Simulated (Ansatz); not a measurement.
`[SiH3]C1=CC1Br`, relaxed with RKS PBE-D4/def2-SVP in Ansatz from a rough embedded geometry. The force threshold is 0.03 eV/Å; the program also tests the step.

Total charge 0; spin multiplicity 1.

Start:

```xyz
10

Si   -0.320   -0.107    1.537
C     0.118   -0.180   -0.080
C     0.476   -0.807   -1.127
C     0.259    0.601   -1.357
Br   -1.301    1.171   -2.185
H    -1.698   -0.323    1.821
H     0.492   -1.061    2.350
H     0.041    1.282    2.079
H     0.757   -1.761   -1.654
H     1.175    1.184   -1.385
```

By how much does the energy fall, and how many steps does the optimiser take? (Estimate.)

Computed: 88.86 kJ/mol, in 12 steps, 1 of them rejected.

Which bonds change most? (An estimate is asked.)

Ansatz gave: Si1–C2 from 1.677 to 1.861 Å; C4–Br5 from 1.856 to 1.988 Å; Si1–H6 from 1.424 to 1.502 Å; C2–C3 from 1.271 to 1.327 Å.

Give the relaxed structure. (Best estimate.)

Computed: 
```xyz
10

Si   -0.282   -0.085    1.701
C     0.229   -0.167   -0.088
C     0.679   -0.794   -1.167
C     0.218    0.575   -1.390
Br   -1.513    0.898   -2.313
H    -1.761    0.171    1.751
H     0.048   -1.379    2.389
H     0.445    1.056    2.357
H     1.065   -1.713   -1.624
H     0.873    1.436   -1.615
```
